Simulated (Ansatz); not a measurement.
The cluster MoO2⁺, relaxed as a doublet with UKS PBE0-D4/def2-TZVP in Ansatz, starting from the GFN1-xTB geometry. Force threshold 0.02 eV/Å.

In the def2 sets Mo takes a core potential; there is no spin–orbit coupling. The structure holds 1 bond(s) between oxygen atoms. The charge 1 doublet is spin-contaminated (final ⟨S²⟩ up to 2.31, 0.75 for a pure state). Another isomer (doublet) lies 4.02 eV lower at PBE0-D4/def2-TZVP; other spin states weren't run for this one.

Start:

```xyz
3

Mo   -1.0584   -0.2341    0.1839
O     0.7007   -0.2189    0.4692
O     0.3577    0.4530   -0.6531
```

```csv
step,energy (eV),largest force component (eV/Å),SCF passes
1,-5934.4080,2.896,160
2,-5934.5278,0.880,82
3,-5934.5435,0.213,78
4,-5934.5537,0.583,217
5,-5934.5655,0.487,160
6 (rejected),-5934.3461,3.825,142
7,-5934.5886,0.337,83
8,-5934.5893,0.492,138
9,-5934.5935,0.006,144
```

Force components are those of the run's own axes.

End:

```
atom    x (Å)    y (Å)    z (Å)
 Mo1  -1.1546  -0.2553   0.2005
  O2   0.7440  -0.1984   0.4444
  O3   0.4106   0.4537  -0.6449
```

By distances, no bond broke or formed. The bond that changes most is Mo1–O2, from 1.78 to 1.92 Å (atoms count from 1).

No frequencies were taken in this run, so the end may be a saddle point.

Run time 45 s (4 threads of Arm Neoverse V1 on a shared host).
